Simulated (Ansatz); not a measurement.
Relaxation of C$_{3}$H$_{11}$NO$_{2}$Si (18 atoms, charge 0, multiplicity 1), to a largest force component of 0.02 eV/Å in at most 40 steps.

All numbers below come from Ansatz, RKS BHLYP-D4/STO-3G.

```xyz
18
Properties=species:S:1:pos:R:3
Si 0.000 0.000 0.000
O 0.000 0.000 1.680
C -1.111 -0.344 2.494
H -1.814 -0.978 1.914
H -0.758 -0.904 3.386
H -1.631 0.581 2.821
O 1.584 0.000 -0.559
H 1.901 -0.952 -0.676
H -0.688 1.191 -0.486
N -0.857 -1.485 -0.606
C -1.599 -2.340 0.332
H -1.222 -2.174 1.363
H -2.679 -2.087 0.289
H -1.457 -3.405 0.054
C -0.808 -1.831 -2.034
H -1.610 -1.286 -2.575
H 0.179 -1.543 -2.451
H -0.957 -2.924 -2.156
```

Q: Where does it end, and by what steps?

A: The forces met the threshold. The force dipped under the threshold on the way, but the program's further checks kept it going. Limits of this set-up: minimal basis. After 31 steps the energy has fallen by 1.248 eV; H17 moved furthest, 1.99 Å.

```json
{"step": "0", "energy less start (eV)": "0.0000", "largest force component (eV/Å)": "2.082", "accepted": "yes"}
{"step": "2", "energy less start (eV)": "-0.8645", "largest force component (eV/Å)": "0.428", "accepted": "yes"}
{"step": "4", "energy less start (eV)": "-1.0386", "largest force component (eV/Å)": "0.639", "accepted": "yes"}
{"step": "6", "energy less start (eV)": "-1.1502", "largest force component (eV/Å)": "0.237", "accepted": "yes"}
{"step": "8", "energy less start (eV)": "-1.1587", "largest force component (eV/Å)": "0.100", "accepted": "yes"}
{"step": "10", "energy less start (eV)": "-1.1602", "largest force component (eV/Å)": "0.027", "accepted": "yes"}
{"step": "12", "energy less start (eV)": "-1.1617", "largest force component (eV/Å)": "0.070", "accepted": "yes"}
{"step": "14", "energy less start (eV)": "-1.1635", "largest force component (eV/Å)": "0.233", "accepted": "no"}
{"step": "16", "energy less start (eV)": "-1.1695", "largest force component (eV/Å)": "0.086", "accepted": "yes"}
{"step": "18", "energy less start (eV)": "-1.1764", "largest force component (eV/Å)": "0.163", "accepted": "yes"}
{"step": "20", "energy less start (eV)": "-1.1884", "largest force component (eV/Å)": "0.582", "accepted": "no"}
{"step": "22", "energy less start (eV)": "-1.2152", "largest force component (eV/Å)": "0.116", "accepted": "yes"}
{"step": "24", "energy less start (eV)": "-1.2344", "largest force component (eV/Å)": "0.213", "accepted": "yes"}
{"step": "26", "energy less start (eV)": "-1.2385", "largest force component (eV/Å)": "0.168", "accepted": "yes"}
{"step": "28", "energy less start (eV)": "-1.2467", "largest force component (eV/Å)": "0.187", "accepted": "yes"}
{"step": "30", "energy less start (eV)": "-1.2481", "largest force component (eV/Å)": "0.011", "accepted": "yes"}
{"step": "31", "energy less start (eV)": "-1.2482", "largest force component (eV/Å)": "0.009", "accepted": "yes"}
```

```xyz
18
Properties=species:S:1:pos:R:3
Si 0.200 -0.368 0.113
O 0.050 -0.321 1.794
C -1.227 0.181 2.229
H -2.078 -0.385 1.814
H -1.272 0.098 3.324
H -1.380 1.243 1.971
O 1.786 -0.846 -0.155
H 1.969 -1.595 0.487
H 0.009 0.881 -0.560
N -1.023 -1.450 -0.468
C -1.099 -2.807 0.105
H -0.826 -2.770 1.166
H -2.121 -3.199 0.032
H -0.434 -3.530 -0.394
C -1.431 -1.415 -1.884
H -2.452 -1.803 -1.996
H -1.420 -0.382 -2.248
H -0.778 -2.012 -2.541
```

Time of the run: 3.8 min on 1 thread of AMD EPYC 7R43 64-Core Processor (Zen 3) (shared host), peak memory 0.18 GiB.
